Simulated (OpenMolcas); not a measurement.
Potential curves of Se₂: spin-free states

Computed with OpenMolcas 26.06: state-averaged CASSCF(8,6) over Se 4p, Se 4p, XMS-CASPT2 (IPEA 0.25, imaginary shift 0.2 hartree), scalar X2C, ANO-RCC-VTZP, then RASSI spin–orbit state interaction with atomic mean-field integrals. C2 symmetry about the axis (a holds Σ, Δ, Γ; b holds Π, Φ, H; Σ⁺ and Σ⁻ are not told apart); roots by multiplicity and irrep: 3a 5, 1a 6, 3b 4, 1b 2, 5b 2.

XMS-CASPT2 energies in eV from the lowest point. Curves are followed by energy order within each symmetry, so they are adiabatic and may change character at avoided crossings and where g and u states cross; Σ⁺ and Σ⁻ are counted together.

| R (Å) | (1)3Σ | (1)1Δ | (1)1Σ | (2)1Σ | (1)3Δ |
| --- | --- | --- | --- | --- | --- |
| 1.980 | 0.613 | 1.145 | 1.634 | 4.089 | 4.350 |
| 2.078 | 0.140 | 0.651 | 1.102 | 3.054 | 3.304 |
| 2.176 | 0.000 | 0.474 | 0.896 | 2.426 | 2.661 |
| 2.285 | 0.096 | 0.534 | 0.909 | 2.055 | 2.275 |
| 2.394 | 0.350 | 0.747 | 1.074 | 1.916 | 2.130 |
| 2.546 | 0.843 | 1.165 | 1.431 | 1.957 | 2.154 |
| 2.742 | 1.539 | 1.758 | 1.945 | 2.210 | 2.402 |
| 3.046 | 2.496 | 2.517 | 2.606 | 2.672 | 2.880 |
| 4.134 | 3.310 | 3.431 | 3.296 | 3.424 | 3.460 |

The 5 lowest clean curves are shown; the next is (2)3Σ, from 2.22 eV. g and u states are not told apart. Only roots inside an energy window near the equilibrium distance were included, so the list of states is not complete; labels number the states computed. Each spin and symmetry block has orbitals of its own, averaged over its own roots, so gaps between blocks are less sure than gaps within one and near the minimum can be off by tenths of an eV, in bad cases by more. No Rydberg orbitals are active, so Rydberg states, and σ→σ* states whose orbital the CASSCF left unused, can be missing between those listed. CASPT2 splits the two components of degenerate states numerically, here by up to 242 cm⁻¹. At stretched bonds a block can hold a wrong CASSCF solution and miss its lowest state; points past a visible jump are left out. No roots were computed in block 5a (none fell in the window or the block failed), so states of that kind are missing and can lie low or lowest. Points that failed a check (symmetry, reference weights, a jump) are left out.
